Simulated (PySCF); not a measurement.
K⁻ (potassium, charge -1) across methods

[Ar] 4s2, closed-shell 1S. Calculation: PySCF 2.14, in aug-cc-pVQZ-X2C (8s7p5d3f2g, 93 functions); the spin-free X2C one-electron Hamiltonian (Gaussian nucleus).

```csv
method,E (hartree),mean ε 3s (eV),mean ε 3p (eV),mean ε 4s (eV),Σ⟨r²⟩ (bohr²),⟨S²⟩
wB97X,-602.252,-37.694,-19.746,-0.620,127.5,0.000
CAM-B3LYP,-602.275,-36.322,-18.425,-0.074,126.9,0.000
LDA,-600.498,-31.292,-14.937,0.690,127.5,0.000
PBE,-602.038,-31.583,-15.040,0.721,130.5,0.000
r2SCAN,-602.208,-33.224,-15.902,0.667,133.8,0.000
PBE0,-602.080,-35.068,-17.140,0.377,128.8,0.000
UHF,-601.46140,-44.624,-22.640,-0.269,153.9,0.000
PW91,-602.247,-31.631,-15.100,0.717,130.3,0.000
BLYP,-602.255,-31.275,-14.777,0.859,136.2,0.000
```

The highest occupied level is positive at LDA, PBE, r2SCAN, PBE0, PW91, BLYP: only the finite basis holds that electron, which in a density functional comes from self-interaction.
